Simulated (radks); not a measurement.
Task: These are the eigenvalues of the occupied orbitals of an atom or ion with whole-number occupations (Ry). All-electron calculation, scalar-relativistic Kohn-Sham, PBE, spin-unpolarised, spherical densities, point nucleus. Program: a radial shooting solver on a logarithmic mesh with Libxc functionals.

| orbital | eigenvalue |
|---|---|
| 1s | -1456.941 |
| 2s | -205.7691 |
| 2p | -183.9501 |
| 3s | -35.02454 |
| 3p | -27.87395 |
| 3d | -16.24166 |
| 4s | -4.72943 |
| 4p | -2.82864 |
| 5s | -0.30036 |
| 4d | -0.27584 |

Which element is it, and in what charge state? The configuration may be excited.

Result: Z = 42, molybdenum, charge 0: Mo in [Kr] 4d5 5s1. The list shows which subshells hold electrons but not how many an open one holds; the 1s level, -728.47 hartree, gives Z - s = 38.2 by -(Z - s)^2/2, which with screening and relativity narrows Z to a few neighbours, and the depths of the outer levels then fix element, charge and occupations together.
